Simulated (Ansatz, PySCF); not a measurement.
Reaction (SMILES): O=C(O)C(F)(F)F + 5 C (CH4) → C=O (CH2O) [formaldehyde] + CC (C2H6) + 3 CF (CH3F) + CO (CH4O) [methanol]
Structures are relaxed separately at B3LYP-D3(BJ)/def2-TZVP in Ansatz (a program for electronic structure), one conformer each, not searched for the lowest. Frequencies are from Ansatz or PySCF.

Property: bond separation energy (enthalpy at 298 K, with B3LYP-D3(BJ) rigid-rotor harmonic-oscillator terms), in kcal/mol. Correlated levels leave the core frozen unless marked. No spin-orbit coupling. No relativistic terms. Basis-set limits of correlation are two-point, X^-3; Hartree-Fock from the larger set. The bracket is a focal-point correction in the basis named.

| level | program | bond separation energy (kcal/mol) | minus last row |
|---|---|---|---|
| HF/aug-cc-pVDZ | Ansatz | 59.3 | -10.6 |
| RI-HF/cc-pVQZ | Ansatz | 65.0 | -4.9 |
| PBE0/6-31G* | Ansatz | 87.7 | 17.8 |
| RI-MP2/CBS(cc-pVTZ,cc-pVQZ) | Ansatz | 72.7 | 2.8 |
| CCSD/cc-pwCVTZ | Ansatz | 72.6 | 2.7 |
| CCSD(T)/cc-pwCVTZ | Ansatz | 74.9 | 5.0 |
| RI-MP2/CBS(cc-pVTZ,cc-pVQZ)+[CCSD(T)-MP2]/cc-pVTZ | Ansatz | 69.9 | 0.0 |
